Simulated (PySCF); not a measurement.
Si(F)2(OMe)(NH2) (CH5F2NOSi), SMILES CO[Si](N)(F)F.

Coordinates come from a B3LYP-D3(BJ)/def2-SVP optimisation. This is a generated structure with no PubChem entry under its InChIKey; it may be hypothetical. One conformer was computed; it need not be the lowest.

The numbers are results of TDA-B3LYP/def2-SVPD (PySCF), not measurements.

Vertical excitations. 

Question: Estimate the UV-visible absorptions. (The exact figures need the calculation; the answer reports its results.)

Answer: 
```csv
state,energy (eV),λ (nm),f,main pairs
S1,6.90,180,0.058,HOMO→LUMO 98 %
S2,7.51,165,0.002,HOMO−1→LUMO 98 %
S3,8.06,154,0.004,HOMO−2→LUMO 96 %
S4,8.27,150,0.002,HOMO→LUMO+1 91 %
S5,8.39,148,0.001,HOMO→LUMO+2 94 %
S6,8.47,146,0.035,HOMO−1→LUMO+1 98 %
S7,8.70,143,0.004,HOMO→LUMO+3 92 %
S8,8.74,142,0.001,HOMO→LUMO+4 87 %
S9,8.91,139,0.015,HOMO−1→LUMO+2 90 %
S10,9.02,138,0.038,HOMO−2→LUMO+1 96 %
T1,6.48,191,0,HOMO→LUMO 94 %
T2,7.35,169,0,HOMO−1→LUMO 93 %
T3,7.90,157,0,HOMO−2→LUMO 91 %
T4,8.08,153,0,HOMO→LUMO+1 84 %
```
Triplets are in the Tamm–Dancoff approximation.
